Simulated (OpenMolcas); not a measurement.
## Re⁵⁺: the spin-orbit constant, worked from levels

```
Program             : OpenMolcas 26.06
Basis               : ANO-RCC-VQZP [9s8p6d4f3g2h]
Scalar Hamiltonian  : DKH2, point nucleus
Active space        : 2 electrons in 5 orbitals (5d)
State averaging     : 2S+1 = 3 even, 10 roots; 2S+1 = 1 even, 15 roots
Spin-orbit coupling : state interaction with AMFI integrals over the reference wave functions, term energies averaged over their components
```

Methods: CASSCF; SS-CASPT2, IPEA 0.25 Eh, imaginary shift 0.1 Eh (closed shells correlated: 5s 5p).

**The spin-orbit constant.** For the Hund term 3F of d2, E(J) = (A/2) J(J+1) + constant and ζ = 2S·A = 2A. From J = 2 to J = 4 the energy changes by 7 A.

```tsv
Source	E(4) - E(2)	A	ζ
CASSCF	14610.9	2087.3	4175
SS-CASPT2	14694.7	2099.2	4198
```

All in cm-1. Both methods take the spin-orbit matrix elements from the reference wave functions, so the second can move ζ only through the term energies and any multistate remixing. Second-order mixing with other terms is absorbed into this ζ.

CASPT2 breaks the degeneracy within a term, and the mean is taken; among the terms shown or strongly mixed into the levels shown the widest spread is 320 cm-1 (5d2 3F, SS-CASPT2). Without dynamic correlation excited terms often stand tens of per cent too high (terms of higher spin than the ground term too low), and those without a measured partner can miss by more than the paired ones (holds for CASSCF). Only configurations of the active space appear.
